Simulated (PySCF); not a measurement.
Screening by computed properties: pick the candidate that meets the target.

Each SMILES stands for a single optimised conformer of the isolated species, non-relativistic unless stated; the electronic structure was computed with PySCF and density fitting.

Dipoles, sizes and rotational constants follow the conformer. The torsions of the flexible species, by atom-mapped SMILES:
- `[CH2:1]=[CH:2][Si@@H:3]([Cl:4])/[C:5]([F:6])=[CH:7]\[SiH3:8]`: C1–C2–Si3–Cl4 -1°, C2–Si3–C5–F6 -8°
- `[Cl:1][CH:2]([Cl:3])[C@H:4]1[O:5][CH2:6][SiH2:7]1`: Cl1–C2–C4–O5 -165°
- `[CH3:1][O:2][Si@@H:3]([CH:4]=[O:5])[C@@H:6]([CH3:7])[F:8]`: C1–O2–Si3–C4 -176°, O2–Si3–C4–O5 179°, O2–Si3–C6–C7 -60°
- `[F:1][C@@H:2]1[CH2:3][C@@H:4]([CH2:5][O:6][SiH3:7])[O:8]1`: C3–C4–C5–O6 177°, C4–C5–O6–Si7 -58°

The conformers of `F[C@@H](Cl)[C@@H]1C=C[SiH2][SiH2]1` aren't listed.

(1) Wanted: lowest triplet excitation (Tamm–Dancoff) above 5 eV (TDA CAM-B3LYP/def2-SVPD) and lowest singlet excitation above 7 eV (TDDFT CAM-B3LYP/def2-SVPD), at GFN2-xTB geometries. Which candidate meets both?
A. `F[C@@H](Cl)[C@@H]1C=C[SiH2][SiH2]1`
B. `C=C[Si@@H](Cl)/C(F)=C\[SiH3]`
C. `CO[Si@@H](C=O)[C@@H](C)F`
D. `F[C@H]1O[C@@H](C1)CO[SiH3]`
E. `ClC(Cl)[C@H]1OC[SiH2]1`

(2) Wanted: HOMO–LUMO gap above 9.3 eV (CAM-B3LYP/def2-SVPD) and static isotropic polarisability below 79 au (CAM-B3LYP/def2-SVPD), at GFN2-xTB geometries. Which candidate meets both?
A. `C(/[Si@H](Cl)C=C)(=C/[SiH3])F`
B. `F[C@@H](Cl)[C@@H]1C=C[SiH2][SiH2]1`
C. `F[C@H]1O[C@H](CO[SiH3])C1`
D. `CO[Si@@H](C=O)[C@@H](C)F`

Results:

(1) D. Computed values:
```
                           species  lowest triplet excitation (Tamm–Dancoff)  lowest singlet excitation
          CO[Si@@H](C=O)[C@@H](C)F                                   2.48 eV                    3.17 eV
      C=C[Si@@H](Cl)/C(F)=C\[SiH3]                                   3.85 eV                    6.15 eV
F[C@@H](Cl)[C@@H]1C=C[SiH2][SiH2]1                                   4.29 eV                    6.41 eV
            ClC(Cl)[C@H]1OC[SiH2]1                                   6.26 eV                    6.53 eV
        F[C@H]1O[C@@H](C1)CO[SiH3]                                   7.01 eV                    7.35 eV
```

(2) C. Computed values:
```csv
species,HOMO–LUMO gap,static isotropic polarisability
CO[Si@@H](C=O)[C@@H](C)F,7.98 eV,80.1 au
C(/[Si@H](Cl)C=C)(=C/[SiH3])F,9.03 eV,112.9 au
F[C@@H](Cl)[C@@H]1C=C[SiH2][SiH2]1,9.62 eV,110.4 au
F[C@H]1O[C@H](CO[SiH3])C1,10.72 eV,78.6 au
```
